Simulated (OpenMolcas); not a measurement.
An OpenMolcas run meant for Hg⁺ (ANO-R2, X2C; inactive shells 1s 2s 2p 3s 3p 3d 4s 4p 4d 4f 5s 5p 5d; intended active space 1 electron in 4 orbitals (6s 6p)). One step of its input:

```
&RASSCF
FileOrb=start.orb
Symmetry=1
Spin=3
nActEl=1 0 0
Inactive=20 19
Ras2=1 3
CIRoot=1 1 1
SDav=1
CIMx=300
Iter=58 100
PrWF=0.3
OrbListing=Nothing
MaxOrb=0
Atom
CIOnly
>>> COPY $Project.JobIph JOB001
```

Lines from the output:

```
--- SEWARD ---
Basis set label: HG.ANO-R...8S6P5D3F1G.

      Electronic valence basis set:
      ------------------
      Associated Effective Charge  80.000000 au
      Associated Actual Charge     80.000000 au
      Nuclear Model: Finite nucleus - Gaussian distribution
        Gaussian exponent, Xi/bohr**(-2):  1.40118E+08

      Shell  nPrim  nBasis  Cartesian Spherical Contaminant
         s      25       8        X
         p      20       6        X
         d      15       5                 X
         f       9       3                 X
         g       4       1                 X
                  Relativistic X2C integrals
                  Atomic mean-field integrals
--- RASSCF ---

 Nr of active orbitals     NAC=   4
 Spin degeneracy         ISPIN=   3
 There can be no such wave function.
 ************************************************
--- Stop Module: rasscf at  /rc=_RC_INPUT_ERROR_ ---
.####################.
.# User input error #.
.####################.
```

What is wrong with the input?

The spin multiplicity does not fit the number of active electrons: an even count needs an odd multiplicity and the reverse.
